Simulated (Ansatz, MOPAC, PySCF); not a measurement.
Dimer: H2O (SMILES O) (first 3 atoms) with CH3F (SMILES CF); geometry from B3LYP-D3(BJ)/def2-TZVP, rigid monomers moved along the line of their centres of mass till H2···F5 is 1.80 Å.
(charge 0, multiplicity 1):
```xyz
8

O      0.0004     0.4835    -0.1392
H      0.2093    -0.1354     0.5728
H     -0.4386    -0.0408    -0.8158
C     -0.2244     0.6231     2.9396
F      0.2338    -0.5515     2.3247
H     -0.5301     1.3174     2.1587
H     -1.0662     0.3633     3.5805
H      0.5922     1.0380     3.5292
```

Counterpoise-corrected where a basis set is named; no monomer relaxation. Rows marked so take none.

Frozen-core correlation. CBS: X⁻³ extrapolation of the correlation energy, Hartree–Fock from the larger set. Rows in 3-21G, 6-311+G**, 6-31G*, STO-3G carry no dispersion term and start afresh at each structure (6-31G* with six Cartesian d functions). The state reached by AM1 isn't checked.

The values were computed with Ansatz (an electronic-structure program) with Gaussian orbitals; MOPAC for AM1 (differences of heats of formation); PySCF for 3-21G rows, 6-311+G** rows, 6-31G* rows, STO-3G rows, the dispersion terms. Values without a source in brackets are computed.

Other levels give for the interaction energy: PBE/def2-TZVPPD -2.50; B3LYP/def2-TZVPPD -2.14; B3LYP-D3(BJ)/def2-TZVPPD -3.20; wB97M-V/def2-TZVPPD -3.27; MP2/CBS(aug-cc-pVDZ, aug-cc-pVTZ) + ΔCCSD(T)/aug-cc-pVDZ -3.24 kcal/mol.

What do these common cheap choices give for the same quantity: AM1, HF/STO-3G (no counterpoise), HF/3-21G (no counterpoise), HF/6-31G*, HF/6-31G* (no counterpoise), B3LYP/6-31G*, B3LYP/6-31G* (no counterpoise), B3LYP/6-311+G** (no counterpoise)?

AM1 -0.88; HF/STO-3G (no counterpoise) -2.83; HF/3-21G (no counterpoise) -9.16; HF/6-31G* -1.51; HF/6-31G* (no counterpoise) -3.79; B3LYP/6-31G* -2.43; B3LYP/6-31G* (no counterpoise) -6.21; B3LYP/6-311+G** (no counterpoise) -2.96 kcal/mol. They span -9.16 to -0.88 kcal/mol.
